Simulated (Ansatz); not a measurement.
Basis sets compared for In11P12H32⁺, a nanocrystal cut from zinc blende InP (hydrogen-capped). Total charge 1; singlet. Geometry PBE-D4/def2-SVP. Ansatz on 5 threads of AMD EPYC 7R13 on a shared host and a share (37 GiB) of an NVIDIA H100 80GB HBM3; times are rough, and most runs start from earlier orbitals.

Cartesian coordinates in Å:
```
In -4.271 3.222 -0.056
In -1.782 -0.486 5.131
In -0.336 -4.187 1.742
In -2.982 0.804 -3.627
In -0.749 -3.306 -2.642
In -2.032 -0.524 0.320
In 0.348 3.166 1.303
In 1.730 -0.716 1.847
In 1.206 0.425 -1.904
In 3.496 -2.930 -1.092
In 5.368 1.838 -0.060
P -2.982 -0.385 2.734
P -3.611 0.877 -1.148
P -1.764 4.104 0.022
P -1.631 -2.980 -0.251
P 0.752 -0.528 4.252
P 1.988 -3.106 1.072
P -2.395 -1.725 -4.010
P -0.473 1.609 -3.534
P 1.477 -2.009 -2.578
P 0.196 0.703 0.387
P 4.000 0.580 1.864
P 3.477 1.663 -1.976
H -5.107 4.129 -1.268
H -4.649 2.823 1.590
H -1.968 1.120 5.739
H -2.079 -2.084 5.701
H -0.344 -5.886 1.436
H -0.823 -3.252 3.136
H -3.912 1.555 -4.874
H -0.745 -4.876 -3.366
H -0.097 3.056 2.978
H 1.790 3.815 0.574
H 3.955 -4.490 -1.668
H 4.426 -1.470 -0.830
H 6.578 0.723 -0.568
H 5.291 3.502 0.390
H -4.068 -1.316 2.744
H -3.765 0.814 2.678
H -4.821 0.106 -1.163
H -1.868 5.488 0.374
H -1.356 4.317 -1.334
H -2.959 -3.519 -0.307
H 1.453 -1.535 4.988
H 1.421 0.608 4.809
H 2.893 -3.564 2.088
H -3.666 -2.384 -3.993
H -2.136 -1.887 -5.410
H 0.060 1.618 -4.862
H -0.432 3.019 -3.292
H 1.918 -1.931 -3.940
H 3.863 1.504 2.950
H 4.911 -0.318 2.506
H 3.126 2.984 -2.401
H 4.080 1.226 -3.198
```

In the def2 sets In takes a core potential; there is no spin–orbit coupling. Single mean-field runs in def2-SVP, def2-TZVP are fitted with def2-universal-jkfit.

```tsv
level	functions	energy (Eh)	HOMO (eV)	LUMO (eV)	wall time
PBE-D4/def2-SVP	662	-6203.9974	-8.30	-4.91	8.5 s
PBE0-D4/def2-SVP	662	-6204.4122	-9.27	-4.21	9.1 s
```

(1) Estimate the rows for PBE-D4/def2-TZVP, PBE0-D4/def2-TZVP.

Results:

(1) 
| level | functions | energy (Eh) | HOMO (eV) | LUMO (eV) | wall time |
| --- | --- | --- | --- | --- | --- |
| PBE-D4/def2-TZVP | 1186 | -6205.4976 | -8.35 | -5.00 | 13 s |
| PBE0-D4/def2-TZVP | 1186 | -6205.8808 | -9.28 | -4.28 | 16 s |
